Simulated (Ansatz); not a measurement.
Reaction (redistribution): `N[SiH](O)[GaH2]` + `[GaH2][SnH3]` → `N[SiH](O)[SnH3]` + `[GaH2][GaH2]`

Program: Ansatz. Geometries: PBE0-D4/def2-TZVP. ΔE: electronic, gas phase. CBS: MP2 limit from def2 TZ/QZ plus the TZ coupled-cluster correction, frozen cores. Functionals use def2-TZVPP. B3LYP here is the variant with VWN-RPA as its local correlation; programs differ in this. def2 core potentials past Kr. For Ga, Sn outer-core shells are correlated without core-valence functions, which leaves a few kJ/mol of doubt a bond. Scalar relativity is left out up to krypton. Each species was taken in one conformer, which may not be the lowest.

(1) Is it downhill or uphill in electronic energy at CCSD(T)/CBS, and by how much? (An estimate is asked.)

(2) What do these levels give: PBE-D4, PBE0-D4, B3LYP-D4, ωB97M-V, B2PLYP, HF/def2-TZVPP, MP2/def2-TZVPP, CCSD/def2-TZVPP, HF/def2-QZVPP, SCS-MP2/def2-QZVPP, HF/CBS(def2), MP2/CBS(def2)? (Best estimate.)

Largest T1 diagnostic among the species: 0.014.

Results:

(1) The calculation gave: Uphill: ΔE = +4.1 kJ/mol.

(2) The calculation gave: PBE-D4 3.4, PBE0-D4 4.3, B3LYP-D4 4.9, ωB97M-V 4.6, B2PLYP 5.9, HF/def2-TZVPP 7.6, MP2/def2-TZVPP 6.6, CCSD/def2-TZVPP 5.9, HF/def2-QZVPP 6.6, SCS-MP2/def2-QZVPP 5.9, HF/CBS(def2) 6.5, MP2/CBS(def2) 5.1 kJ/mol.
